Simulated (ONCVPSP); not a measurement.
**Before and after: ONCV potential for Au**

ONCVPSP 4.0.1 input, shortened (lines: element, Z, core and valence counts, functional; n l f; lmax; l rc ep ncon nbas qcut; lloc lpopt rc5 dvloc0; l nproj debl; icmod fcfact rcfact), LDA (Perdew-Zunger), scalar-relativistic:

```
  Au 79.00   10    3        3      upf
    1    0    2.00
    2    0    2.00
    2    1    6.00
    3    0    2.00
    3    1    6.00
    3    2   10.00
    4    0    2.00
    4    1    6.00
    4    2   10.00
    4    3   14.00
    5    0    2.00
    5    1    6.00
    5    2   10.00
    2
    0    1.00    0.00    3    7    5.70
    1    1.30    0.00    4    8    9.50
    2    1.00    0.00    4    8   11.10
    2    5    1.00    0.00
    0    1    2.80
    1    2    0.90
    2    0    0.90
    2    0.20    1.10
```

In the p channel the program set the typed energies aside and used -2.524, 0.250 Ha.

Change: s: qcut 7.6; p: qcut 12.7; d: qcut 14.9.

Cutoffs: the cutoffs (Ha) at which the residual kinetic energy of the hardest occupied pseudo-wave falls to 1 and 0.1 mHa per electron; they do not see the model core or the augmentation charge, which bear on the density cutoff. Errors are all-electron minus pseudo energies relative to the spin-unpolarised reference configuration.

Question: What does the change do?

Answer: A bound ghost appears in s, which as a rule spoils a file; the number of tests with a reliable result goes from 4 to 2; the range in which the s phases agree widens (upper end 3.1 → at the end of the scan); the range in which the d phases agree narrows (upper end at the end of the scan → 3.7).

```tsv
quantity	base	changed
cutoffs, loose and tight	not determined	114 Ha, 193 Ha
bound ghosts	none	s
GHOST(+) flags under 300 eV	none	p at 272.0 eV
tests with a reliable result	4 of 4	2 of 4
error for 5s2 5p6 5d9, meV [ΔE 21.50 eV]	+0.7	+1.3
error for 5s2 5p6 5d8, meV [ΔE 55.67 eV]	+1.2	+4.2
s: phases at 1.02 bohr within 0.05 rad from the reference energy up to (Ha; the scan ends near 5)	3.1	to the end of the scan
p: phases at 1.32 bohr within 0.05 rad from the reference energy up to (Ha; the scan ends near 5)	to the end of the scan	to the end of the scan
d: phases at 1.02 bohr within 0.05 rad from the reference energy up to (Ha; the scan ends near 5)	to the end of the scan	3.7
rms error of d²Exc/dni dnj with the model core, mHa	1.33	1.97
```

 A true bound ghost makes a file unfit for plane-wave use even where its test errors are small: the radial tests pick states by their node count and pass the ghost by.
